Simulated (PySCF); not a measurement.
Species: C6H5F2O2 (doublet state).
Cartesian coordinates in Å at the GFN2-xTB level; atoms count from 1:
```xyz
15
C6H5F2O2 angstrom
C      3.1625   -0.2426    0.6257
C      1.9825   -0.0903    0.3752
C      0.6588    0.0912    0.1051
C      0.1039    0.1374   -1.2773
O     -0.9888    1.0574   -1.3675
C     -1.9202    0.8734   -0.3979
F     -2.5395   -0.3463   -0.5817
O     -1.4521    0.9612    0.8945
C     -0.3532    0.1635    1.2050
F     -0.7973   -1.1217    1.5021
H      4.1812   -0.3766    0.8376
H     -0.2537   -0.8652   -1.5721
H      0.8426    0.4783   -2.0045
H     -2.6940    1.6447   -0.5091
H      0.0629    0.5538    2.1430
```

The hyperfine couplings belong to this conformer and change with its torsions.

The species is `C#C[C]1CO[C@@H](F)O[C@H]1F` [radical].

Method: UKS B3LYP, pcH-1 on C F H O, non-relativistic, mean-field spin-orbit, GIAO in PySCF. One conformer (not necessarily the lowest) at the GFN2-xTB geometry, without solvent, vibrations or thermal averaging. The geometry wasn't refined by DFT: couplings that depend on bond lengths, twists or pyramidal angles can differ widely from those at the functional's own minimum. The SCF solution wasn't tested for stability.

Problem. What is the g tensor, term by term?

Solution. 
```csv
Δg (ppm),1,2,3
relativistic mass correction,-161,-161,-161
gauge correction,14,35,39
orbital Zeeman/spin–orbit,137,287,785
total,-10,161,663
```

So g = 2.00231, 2.00248, 2.00298 and g_iso = 2.00259; the tensor is rhombic: the two nearest values differ by 25 % of g3 − g1. 

Problem. At 9.569 GHz, how far is the centre of the isotropic spectrum from where a free electron (g = 2.002319) resonates?

Solution. B = hν/(g μB) with μB/h = 13.99624 MHz/mT gives 341.45 mT for the free electron and 341.40 mT at g_iso, 0.05 mT lower.

Problem. What are the electron Larmor frequencies g μB B/h along the three axes at 3350 mT?

Solution. 93.8831, 93.8911, 93.9147 GHz for g1, g2 and g3, a range of 31.5 MHz.

Problem. In a frozen sample, at which fields do the three g values resonate at 9.5, 34, 94 and 263 GHz (hyperfine left aside), and which band first spreads them over more than twice a line width of 0.5 mT?

Solution. 
```csv
band,GHz,B(g3) mT,B(g2) mT,B(g1) mT,spread mT
X,9.5,338.87,338.96,338.99,0.11
Q,34.0,1212.80,1213.11,1213.21,0.41
W,94.0,3353.04,3353.88,3354.17,1.13
J,263.0,9381.39,9383.74,9384.54,3.15
```

The spread grows in proportion to the frequency. W band is the first where it exceeds 1.0 mT.

Largest spin populations (Mulliken): C3 (+0.72), C1 (+0.53) and C2 (-0.25). The angles at C3 add up to 359.9°, so it is planar.

The HOMO–LUMO gaps are 6.41 eV among the α and 4.66 eV among the β orbitals.

Time: 93 s (grids of density and orbitals included); peak memory 1.0 GiB. Hardware: one thread, Arm Neoverse V2 (aarch64), on a shared host.
